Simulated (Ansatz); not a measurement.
Cost and result for the atomization energy of AsI3 (`I[As](I)I`) (4 atoms, 3 bonds).

Total charge 0; spin multiplicity 1. Correlated methods include outer-core shells of As, I, which these sets cover unevenly. Scalar relativity is left out up to krypton. I takes the def2 core potential. The structure was optimised at the PBE0-D4/def2-TZVP level. Program: Ansatz. All runs use 4 threads of an Intel Xeon 6975P-C on a shared host. Times are those of one run each, without the atoms' runs, and a repeat can differ threefold. Electronic energies, without spin–orbit coupling; frozen cores. CCSD(T)/CBS adds CCSD(T) − MP2 in def2-TZVPP to the MP2 limit, and its time is that of the two runs behind it. T1 = 0.010. With those shells the extrapolation isn't a true limit. B3LYP takes the VWN-RPA correlation (the form of Gaussian; ORCA's B3LYP/G). HSE06 is the plane-wave form, built on full-range PBE exchange.

CCSD(T)/CBS is a level of theory with its own doubt, some kJ/mol a heavy atom from the limit and from the frozen cores, so smaller differences don't rank the functionals.

| level | functions | wall time |
| --- | --- | --- |
| revPBE-D4/def2-TZVPP | 198 | 1.1 s |
| BLYP-D4/def2-TZVPP | 198 | 1.1 s |
| PBE-D4/def2-TZVPP (with forces) | 198 | 1.3 s |
| r2SCAN-D4/def2-TZVPP (with forces) | 198 | 2.2 s |
| HSE06-D4/def2-TZVPP | 198 | 2.5 s |
| B3LYP-D4/def2-TZVPP (with forces) | 198 | 3 s |
| CCSD(T)/def2-SVP | 110 | 3.7 s |
| B97M-V/def2-TZVPP | 198 | 3.8 s |
| RPA@PBE/def2-TZVPP | 198 | 3.9 s |
| PBE-QIDH/def2-TZVPP | 198 | 4 s |
| MP2/def2-QZVPP | 335 | 11 s |
| CCSD(T)/def2-TZVPP | 198 | 32 s |
| CCSD(T)/CBS(def2) | – | 42 s |

Problem. What atomization energy does each give, and how far from CCSD(T)/CBS? (An estimate is asked.)

Solution. Computed: 
```tsv
level	atomization (kJ/mol)	difference from CCSD(T)/CBS	per bond
revPBE-D4/def2-TZVPP	699.0	12.6	4.2
BLYP-D4/def2-TZVPP	701.7	15.3	5.1
PBE-D4/def2-TZVPP (with forces)	739.0	52.6	17.5
r2SCAN-D4/def2-TZVPP (with forces)	682.0	-4.4	-1.5
HSE06-D4/def2-TZVPP	687.2	0.8	0.3
B3LYP-D4/def2-TZVPP (with forces)	672.5	-13.9	-4.6
CCSD(T)/def2-SVP	508.8	-177.6	-59.2
B97M-V/def2-TZVPP	654.4	-32.0	-10.7
RPA@PBE/def2-TZVPP	537.4	-149.0	-49.7
PBE-QIDH/def2-TZVPP	650.0	-36.4	-12.1
MP2/def2-QZVPP	708.2	21.8	7.3
CCSD(T)/def2-TZVPP	605.7	-80.7	-26.9
CCSD(T)/CBS(def2)	686.4	0.0	0.0
```

The D4 term adds +45.4 kJ/mol with B3LYP and +23.5 kJ/mol with PBE0; it sums over pairs of atoms, weighted by their polarisabilities, and B3LYP, whose exchange is more repulsive, gets the larger term. At CCSD(T), def2-SVP lies −177.6 kJ/mol from the extrapolated value and def2-TZVPP −80.6 kJ/mol: correlation converges slowly with the basis, and small sets miss more of it in the bonded molecule than in its fragments. From PBE to PBE0 (25 % exact exchange), in def2-TZVPP and without D4, the atomization energy moves by −50.1 kJ/mol: exact exchange takes away binding that semilocal exchange gives to molecules.

Spin–orbit coupling would lower the free I atoms strongly, and the atomization energy with them, by more than many differences here.
